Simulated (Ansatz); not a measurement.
System: SiHCl₂, charge 1, singlet. SiHCl2+ (parent SMILES Cl[SiH]Cl, singlet).
B3LYP-D3(BJ)/def2-TZVP minimum from Ansatz (a quantum-chemistry and plane-wave program):
```xyz
4

Cl    -1.7007    -0.3216     0.0569
Si     0.0010     0.6388    -0.0062
Cl     1.6996    -0.3281    -0.0507
H      0.0034     2.1008    -0.0203
```
Charge +1, spin multiplicity 1.

Hartree-Fock and CCSD correlation energies in hartree (Ansatz). Radicals and triplets start from unrestricted determinants; spin-orbit coupling is neglected. Cores are frozen in correlated methods. No relativity. The spin of HCl2Si+ (parent SMILES Cl[SiH]Cl, singlet) was assumed, and the state is the lowest solution found for it.

| basis | X | E(HF) | E(corr, CCSD) |
|---|---|---|---|
| cc-pV(T+d)Z | 3 | -1208.36295 | -0.50737 |
| cc-pV(Q+d)Z | 4 | -1208.37388 | -0.54933 |
| cc-pV(5+d)Z | 5 | -1208.37583 | withheld |

### Question
Fit E(corr) = E∞ + A/X³ to X = 3 and 4, predict X = 5, and compare with the run.

### Answer
A = (-0.50737 - (-0.54933))/(1/27 - 1/64) = 1.9596; E∞ = -0.54933 - A/64 = -0.57995; at X = 5, E∞ + A/125 = -0.56427. The run gave -0.56325, 1.02 mEh above the prediction. The same form on X = 4 and 5 gives E∞ = -0.57785, 2.09 mEh above the first estimate.
